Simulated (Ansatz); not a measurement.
Species: H$_{2}$BCl, SMILES `BCl` (charge 0, multiplicity 1).

Q: Give a relaxed geometry from Ansatz (a quantum-chemistry and plane-wave program) with CAM-B3LYP-D3(BJ)/def2-TZVP.

A: the end point of this relaxation (outside a Z-matrix the atoms follow the SMILES, hydrogens last).
Cartesian coordinates (Å) in one orientation:
```xyz
4

B     -0.153     0.012     0.052
Cl     1.575    -0.129     0.006
H     -0.622     1.011     0.482
H     -0.800    -0.895    -0.350
```
